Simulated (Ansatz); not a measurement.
Reaction (substitution at a C–C bond): `C=CCCl` + HI → `ClCI` + `C=C`

Program: Ansatz. Geometries: PBE0-D4/def2-TZVP. ΔE: electronic, gas phase. CCSD(T)/CBS is the MP2 limit (def2-TZVPP, def2-QZVPP) plus CCSD(T) − MP2 in def2-TZVPP, frozen cores. This one scheme is used for every species. DFT in def2-TZVPP. B3LYP here is the variant with VWN-RPA as its local correlation; programs differ in this. HSE06 is defined as in plane-wave codes. def2 core potentials past Kr. For I outer-core shells are correlated without core-valence functions, which leaves a few kJ/mol of doubt a bond. Each species was taken in one conformer, which may not be the lowest.

`C=CCCl`:

Cartesian coordinates in Å:
```
C 0.898 -0.056 1.099
C -0.267 0.096 0.487
C -0.416 0.130 -0.988
Cl -1.477 -1.201 -1.558
H 0.974 -0.057 2.179
H 1.819 -0.185 0.539
H -1.181 0.211 1.063
H 0.542 0.013 -1.494
H -0.893 1.050 -1.327
```

HI:

Z-matrix (Å, degrees):
```
I
H 1 1.610
```

`ClCI`:

Z-matrix (Å, degrees):
```
C
Cl 1 1.754
I 1 2.135 2 113.9
H 1 1.085 2 109.1 3 -118.9
H 1 1.085 2 109.1 3 118.9
```

`C=C`:

Z-matrix (Å, degrees):
```
C
C 1 1.323
H 1 1.085 2 121.7
H 1 1.085 2 121.7 3 -180.0
H 2 1.085 1 121.7 3 -0.0
H 2 1.085 1 121.7 3 -180.0
```

| level | ΔE (kJ/mol) | difference from CCSD(T)/CBS |
| --- | --- | --- |
| LDA (SPW92) | 43.4 | 14.9 |
| PBE-D4 | 30.8 | 2.3 |
| revPBE-D4 | 30.6 | 2.1 |
| BLYP-D4 | 27.3 | -1.2 |
| r2SCAN-D4 | 34.7 | 6.2 |
| B97M-V | 37.9 | 9.4 |
| PBE0-D4 | 35.8 | 7.3 |
| B3LYP-D4 | 31.8 | 3.3 |
| r2SCANh-D4 | 36.0 | 7.5 |
| r2SCAN0-D4 | 37.9 | 9.4 |
| HSE06-D4 | 35.4 | 6.9 |
| BHLYP-D4 | 35.7 | 7.2 |
| CAM-B3LYP-D4 | 38.2 | 9.7 |
| ωB97X-V | 36.0 | 7.5 |
| ωB97M-V | 35.1 | 6.6 |
| B2PLYP | 31.8 | 3.3 |
| PBE-QIDH | 36.6 | 8.1 |
| PBE | 30.6 | 2.1 |
| revPBE | 26.9 | -1.6 |
| BLYP | 26.8 | -1.7 |
| r2SCAN | 34.3 | 5.8 |
| PBE0 | 35.5 | 7.0 |
| B3LYP | 32.0 | 3.5 |
| r2SCANh | 35.6 | 7.1 |
| r2SCAN0 | 37.5 | 9.0 |
| HSE06 | 35.2 | 6.7 |
| BHLYP | 37.8 | 9.3 |
| CAM-B3LYP | 38.1 | 9.6 |
| LC-ωPBE | 39.7 | 11.2 |
| RPA@PBE/def2-TZVPP | 32.8 | 4.3 |
| MP2/def2-SVP | 49.9 | 21.4 |
| MP2/def2-TZVPP | 31.4 | 2.9 |
| SCS-MP2/def2-TZVPP | 31.0 | 2.5 |
| CCSD/def2-TZVPP | 36.9 | 8.4 |
| CCSD(T)/def2-TZVPP | 34.8 | 6.3 |
| HF/def2-QZVPP | 40.7 | 12.2 |
| MP2/def2-QZVPP | 27.6 | -0.9 |
| SCS-MP2/def2-QZVPP | 27.8 | -0.7 |
| HF/CBS(def2) | 40.6 | 12.1 |
| MP2/CBS(def2) | 25.1 | -3.4 |
| CCSD(T)/CBS | 28.5 | 0 |

Largest T1 diagnostic among the species: 0.011.

From PBE to PBE0 (25 % exact exchange), in def2-TZVPP and without D4, ΔE moves by +4.9 kJ/mol. In def2-TZVPP, CCSD(T) changes the Hartree–Fock value by −6.4 kJ/mol (the triples alone add −2.1 kJ/mol) and MP2 by −9.8 kJ/mol.
